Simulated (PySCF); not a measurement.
TaO2Cl, SMILES [O]=[Ta](=[O])[Cl], multiplicity 1. Geometry: PBE-D3(BJ)/def2-SVP. The spin state was assumed, not searched. The def2 effective core potentials stand for the cores of Ta; spin–orbit coupling is left out.

Computed with PBE-D3(BJ)/def2-SVP in PySCF.

Harmonic wavenumbers (cm⁻¹): 170, 177, 329, 388, 911, 959. Rotational constants (GHz): 6.159, 2.437, 2.043; symmetry number 1.

Q: Work out the zero-point energy and the ideal-gas rigid-rotor harmonic-oscillator thermochemistry at 298.15 K and 1 atm.

A: ZPE = ½ Σ hcν = ½ × 2934 cm⁻¹ = 4.19 kcal/mol. H − E(el) = 7.82 kcal/mol. Entropy in cal/(mol K): translation 42.43, rotation 26.75, vibration 7.31, total 76.49. G − E(el) = -14.98 kcal/mol. Cp = 15.72 cal/(mol K).
